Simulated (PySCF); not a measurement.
# UHF on V⁺ (vanadium, charge +1)

Configuration: [Ar] 3d3 4s1, high-spin 5F determinant (an excited configuration). Calculation: PySCF 2.14, in x2c-QZVPPall with one added diffuse shell each of s, p, d, f, g type (12s8p6d4f3g, 121 functions); scalar relativity by spin-free X2C-1e.

```json
{
 "Total energy": "-947.948616 hartree",
 "One-electron energy": "-1295.1238 hartree",
 "Hartree (Coulomb) energy": "391.6863 hartree",
 "Exchange energy": "-44.5111 hartree",
 "⟨S²⟩": "6.0024",
 "⟨L²⟩": "12.034",
 "Sum of ⟨r⟩": "17.48 bohr",
 "Sum of ⟨r²⟩": "27.93 bohr²",
 "Langevin diamagnetic susceptibility": "-22.1 ×10⁻⁶ cm³/mol"
}
```

| shell | electrons | mean orbital energy (hartree) | rms radius, mean of both spins (bohr) |
| --- | --- | --- | --- |
| 1s α | 1 | -203.14731 | 0.0768 |
| 1s β | 1 | -203.14493 | 0.0768 |
| 2s α | 1 | -24.46013 | 0.332 |
| 2s β | 1 | -24.39644 | 0.332 |
| 2p α | 3 | -20.36410 | 0.303 |
| 2p β | 3 | -20.30342 | 0.303 |
| 3s α | 1 | -3.60681 | 1.02 |
| 3s β | 1 | -3.38321 | 1.02 |
| 3p α | 3 | -2.42931 | 1.11 |
| 3p β | 3 | -2.16493 | 1.11 |
| 3d α | 3 | -0.78172 | 1.49 |
| 4s α | 1 | -0.50421 | 3.33 |

Densities and radii are taken from the X2C orbitals without a picture-change correction, which distorts them close to the nucleus.

Spin-orbit constants ζ (cm⁻¹) from the X2C one-electron operator on these orbitals: bare nucleus, nucleus screened by l(l+1)(2l+1)/3 electrons, and screened by the Breit-Pauli mean field of the electrons.

```csv
shell,bare,screened nucleus,mean field
2p,40720,37180,n/a
3p,4556,4160,n/a
3d,354.3,200.3,n/a
```

To first order the Landé constant is A = 50.07 cm⁻¹, so the lowest level has J = 1 and lies 0.0497 eV below the centre of the term. This holds in LS coupling only.
